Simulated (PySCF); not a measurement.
RuF₄, singlet: structure and spectrum

Level of theory: PySCF, PBE0, basis Ru def2-SVP with ECP28, F def2-SVP (scalar-relativistic core potentials, no spin–orbit coupling, density fitting).

The structure is a minimum.

```xyz
5
charge 0 multiplicity 1, angstrom
Ru    0.0000    0.0000    0.0000
F     1.8454    0.0000    0.0000
F     0.0000    1.8454    0.0000
F    -1.8454    0.0000    0.0000
F     0.0000   -1.8454    0.0000
```

```json
{
  "Point group": "D4h",
  "Bond lengths": "Ru–F 1.845 Å (×4)",
  "Bond angles": "F–Ru–F 90.0° (×4), F–Ru–F 180.0° (×2)",
  "Principal quadrupole moments (Buckingham, traceless) about the centre of mass": "-6.21, -6.21, 12.42 D Å",
  "Enthalpy at 298.15 K above 0 K": "18.16 kJ/mol",
  "Dipole moment": "0.00 D",
  "Rotational constants": "0.1303, 0.1303, 0.06514 cm⁻¹",
  "Rotational symmetry number": "8",
  "Highest occupied level": "-9.36 eV",
  "Atomisation energy without zero-point energy": "1318 kJ/mol",
  "Lowest empty level": "-7.19 eV",
  "Zero-point energy": "22.9 kJ/mol",
  "Principal polarisabilities": "15.3, 40.9, 40.9 bohr³",
  "Heat capacity Cp at 298.15 K": "85.5 J/(mol K)",
  "Entropy at 298.15 K and 1 bar": "315.8 J/(mol K)"
}
```

Harmonic modes (masses in u: Ru 101.904, F 18.998):
```csv
symmetry,ω (cm⁻¹),"IR (km/mol, summed over degenerate members)"
b2u,149,0.0
eu,193,44.2
a2u,274,41.0
b2g,310,0.0
b1g,619,0.0
a1g,682,0.0
eu,703,474
```

In D4h the vibrations span b2u + 2eu + a2u + b2g + b1g + a1g. The a1g, b1g, b2g, b2u modes carry no infrared intensity, as symmetry demands. With a centre of inversion only u modes can be infrared active and only g modes Raman active.

Charges (e):
```csv
atom,Mulliken,Löwdin,polar tensor,Mayer order to Ru1
Ru1,1.36,0.56,2.57,–
"F2,3,4,5",-0.34,-0.14,-0.64,0.96
```

Mulliken populations on Ru1 (electrons outside its core potential): s 2.15, p 6.50, d 5.96, f 0.04.

This need not be the most stable arrangement of these atoms. At this level a quintet minimum of D2d symmetry lies 259 kJ/mol below this structure. At the minimum of this search the closed-shell solution is unstable towards spin polarisation, so a lower open-shell solution exists.

The final relaxation and frequency run took roughly 50 core-seconds on a shared host.
